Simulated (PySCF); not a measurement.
Zinc: a sound run and one with changed settings

Sound run: Zn⁺ [Ar] 3d10 4s1, Zn²⁺ [Ar] 3d10. All numbers are calculated (PySCF 2.14, the non-relativistic Hamiltonian (point nucleus), in 6-31G* (5s4p2d1f, 34 functions)). In the sound run the correlated levels freeze [Ar]. The sound run starts from symmetry-adapted Hartree-Fock orbitals and uses a fine grid where one is needed.

Changed run: initial guess atom, at most 5 SCF cycles. This setting is unsound on purpose.

```json
{"species": "Zn⁺", "method": "UHF", "sound run (hartree)": "-1777.20913", "changed run (hartree)": "-1777.20913", "converged": "no"}
{"species": "Zn⁺", "method": "M06-L", "sound run (hartree)": "-1778.65268", "changed run (hartree)": "-1778.65268", "converged": "no"}
{"species": "Zn⁺", "method": "B3LYP", "sound run (hartree)": "-1778.75794", "changed run (hartree)": "-1778.75794", "converged": "no"}
{"species": "Zn²⁺", "method": "UHF", "sound run (hartree)": "-1776.61041", "changed run (hartree)": "-1776.61041", "converged": "yes"}
{"species": "Zn²⁺", "method": "M06-L", "sound run (hartree)": "-1778.04806", "changed run (hartree)": "-1778.04806", "converged": "no"}
{"species": "Zn²⁺", "method": "B3LYP", "sound run (hartree)": "-1778.10500", "changed run (hartree)": "-1778.10500", "converged": "yes"}
{"species": "Zn²⁺", "method": "MP2", "sound run (hartree)": "-1776.81086", "changed run (hartree)": "-1776.81086", "converged": "yes"}
{"species": "Zn²⁺", "method": "CCSD(T)", "sound run (hartree)": "-1776.79363", "changed run (hartree)": "-1776.79363", "converged": "yes"}
```

The SCF was stopped early; the energies are upper bounds that still move, and correlated levels were skipped or rest on poor orbitals.
